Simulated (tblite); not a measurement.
`CCC[C](C)C=O` [radical] (doublet state). Computed geometry: GFN2-xTB, gas phase. This method treats the open shell by occupation alone, without spin polarisation.

```
atom  x, y, z in Å
C1     1.7708    0.9345    0.4854
C2     1.2549    0.3729   -0.8316
C3     0.3442   -0.8574   -0.6225
C4    -0.8887   -0.5210    0.1297
C5    -2.0111    0.1508   -0.5615
C6    -0.9963   -0.7965    1.5186
O7    -1.9633   -0.5119    2.2208
H8     2.3447    0.1838    1.0241
H9     0.9451    1.2522    1.1183
H10    2.4153    1.7912    0.3020
H11    2.0986    0.0735   -1.4565
H12    0.6978    1.1433   -1.3675
H13    0.0775   -1.2457   -1.6095
H14    0.9141   -1.6192   -0.0856
H15   -2.4024   -0.4810   -1.3621
H16   -2.8053    0.3611    0.1508
H17   -1.6838    1.0826   -1.0273
H18   -0.1207   -1.3070    1.9628
```

(1) What is the longest distance between nuclei?

(2) Work out the bond lengths C1–C2, C2–C3, C2–H12, C3–H14, C5–H16, C6=O7, C6–H18 in Å.

(3) Where is the centre of mass (commonest isotopes), and what is the radius of gyration?

(4) Give the dihedral angles H9–C1–C2–H11, C3–C4–C5–H17, C2–C3–C4–C6, C6–C4–C5–H15, H9–C1–C2–H12, C1–C2–C3–C4.

(5) How far are the heavy atoms from their best plane (unweighted least squares)?

(6) Write the matrix of distances between heavy atoms (Å, lower triangle).

Answers

(1) H10···H15, 5.58 Å; the next longest distance is 5.51 Å.

(2) For C1–C2 the difference vector is (-0.5159, -0.5616, -1.3170) Å, of length 1.5219 Å. C1–C2 1.522; C2–C3 1.545; C2–H12 1.091; C3–H14 1.092; C5–H16 1.087; C6=O7 1.228; C6–H18 1.107 Å.

(3) Mass 99.081 u; centre at (-0.355, -0.157, 0.349) Å; Rg = √(Σ m r²/M) = 1.982 Å. As Ia + Ib + Ic = 2 Σ m r², the three principal moments sum to 778.8 u·Å².

(4) H9–C1–C2–H11 179° (antiperiplanar); C3–C4–C5–H17 -56° (synclinal); C2–C3–C4–C6 -100° (anticlinal); C6–C4–C5–H15 -120° (anticlinal); H9–C1–C2–H12 61° (synclinal); C1–C2–C3–C4 63° (synclinal). Dihedral signs follow IUPAC: positive where, seen along the central bond, the front bond turns clockwise onto the rear one.

(5) 0.503 Å rms; C1 0.52, C2 0.07, C3 0.87, C4 0.20, C5 0.72, C6 0.39, O7 0.16 Å (magnitudes).

(6) 
```
C1    0.000
C2    1.522  0.000
C3    2.544  1.545  0.000
C4    3.053  2.514  1.483  0.000
C5    4.002  3.285  2.563  1.479  0.000
C6    3.424  3.458  2.527  1.420  2.501  0.000
O7    4.364  4.523  3.678  2.351  2.861  1.228  0.000
```

Its GFN2-xTB frequencies are all real (lowest 34 cm⁻¹). 3 starts were optimised and ended at 0.00, 0.15 and 0.22 kcal/mol (GFN2-xTB); the lowest of these is shown.

One conformer stands for the species.
